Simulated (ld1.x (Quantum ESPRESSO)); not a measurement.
# Er PAW: all-electron and pseudo phase curves

ld1.x (Quantum ESPRESSO) 7.5 input, shortened:

```
&input
   title='Er', zed=68., rel=2, dft='PBE', iswitch=3,
   config='[Xe] 4f12 5d0.5 6s1.5 6p0', rel_dist='average'
 /
 &inputp
   pseudotype=3, lpaw=.true., tm=.true., lloc=-1, rcloc=0.95,
   nlcc=.true., new_core_ps=.true., rcore=0.50,
   which_augfun='BESSEL', rmatch_augfun=0.80
 /
8
5S  1  0   2.00   0.00  1.60  1.80  0.0
6S  2  0   1.50   0.00  1.60  1.80  0.0
5P  2  1   6.00   0.00  2.05  2.60  0.0
6P  3  1   0.00   0.00  2.05  2.60  0.0
5D  3  2   0.50   0.00  2.55  2.90  0.0
5D  3  2   0.00   0.40  2.55  2.90  0.0
4F  4  3  12.00   0.00  0.90  0.95  0.0
4F  4  3   0.00   2.10  0.90  0.95  0.0
 &test
   configts(1)='4f12 5s2 5p6 5d0.5 6s1.5 6p0'
 /
```

Open shells are filled in proportion to 2j + 1 (rel_dist='average').

The phase is arctan(r·u′/u) with u = r·R(r), unwrapped; energies in Ry, scanned from -6 to 5 Ry. A pole is an energy at which the radial function vanishes at the test radius. The pseudo phase is shifted by a multiple of π to meet the all-electron one at the reference energy, and phase errors are pseudo minus all-electron; the curves can meet again beyond the range given. Levels narrower than the energy grid can be missing from the lists of poles.

Q: For each channel, where are the poles, and over which energies does the pseudopotential scatter like the atom?

A:

```json
{"channel": "s", "radius (bohr)": "3.16", "reference energy (Ry)": "-0.28", "poles, all-electron": "-3.76, 1.63", "poles, pseudo": "-3.76, 1.62", "unbroken range about the reference energy with phases within 0.05 rad": "below 4.1", "phase error 1 Ry above the reference energy (rad)": "-0.000"}
{"channel": "p1/2", "radius (bohr)": "3.16", "reference energy (Ry)": "-0.10", "poles, all-electron": "-2.15, 2.57", "poles, pseudo": "-2.15", "unbroken range about the reference energy with phases within 0.05 rad": "-2.2 to 0.1", "phase error 1 Ry above the reference energy (rad)": "+1.291"}
{"channel": "p3/2", "radius (bohr)": "3.16", "reference energy (Ry)": "-0.08", "poles, all-electron": "-1.72, 2.93", "poles, pseudo": "-1.72", "unbroken range about the reference energy with phases within 0.05 rad": "-1.9 to 0.2", "phase error 1 Ry above the reference energy (rad)": "+0.856"}
{"channel": "d3/2", "radius (bohr)": "3.16", "reference energy (Ry)": "-0.07", "poles, all-electron": "0.53, 4.92", "poles, pseudo": "0.53, 4.63", "unbroken range about the reference energy with phases within 0.05 rad": "below 2.2", "phase error 1 Ry above the reference energy (rad)": "-0.000"}
{"channel": "d5/2", "radius (bohr)": "3.16", "reference energy (Ry)": "-0.06", "poles, all-electron": "0.59", "poles, pseudo": "0.59, 4.46", "unbroken range about the reference energy with phases within 0.05 rad": "below 2.2", "phase error 1 Ry above the reference energy (rad)": "-0.000"}
{"channel": "f5/2", "radius (bohr)": "3.16", "reference energy (Ry)": "-0.25", "poles, all-electron": "-0.24, 3.10", "poles, pseudo": "-0.24, 3.10", "unbroken range about the reference energy with phases within 0.05 rad": "the whole range", "phase error 1 Ry above the reference energy (rad)": "+0.000"}
{"channel": "f7/2", "radius (bohr)": "3.16", "reference energy (Ry)": "-0.17", "poles, all-electron": "-0.15, 3.12", "poles, pseudo": "-0.15, 3.12", "unbroken range about the reference energy with phases within 0.05 rad": "the whole range", "phase error 1 Ry above the reference energy (rad)": "+0.000"}
```

The ghost test of this file was not conclusive.

Phases in the d3/2 channel:

| E (Ry) | all-electron | pseudo |
| --- | --- | --- |
| -6.00 | 1.441 | 1.441 |
| -5.48 | 1.435 | 1.435 |
| -4.96 | 1.428 | 1.428 |
| -4.44 | 1.419 | 1.419 |
| -3.92 | 1.409 | 1.409 |
| -3.40 | 1.397 | 1.397 |
| -2.88 | 1.381 | 1.381 |
| -2.36 | 1.360 | 1.360 |
| -1.84 | 1.330 | 1.329 |
| -1.32 | 1.279 | 1.278 |
| -0.80 | 1.167 | 1.167 |
| -0.28 | 0.630 | 0.630 |
| 0.24 | -1.359 | -1.359 |
| 0.76 | -1.657 | -1.657 |
| 1.28 | -1.811 | -1.812 |
| 1.80 | -2.060 | -2.066 |
| 2.32 | -3.036 | -3.099 |
| 2.84 | -4.225 | -4.260 |
| 3.36 | -4.501 | -4.521 |
| 3.88 | -4.608 | -4.626 |
| 4.40 | -4.669 | -4.689 |
| 4.92 | -4.713 | -4.740 |
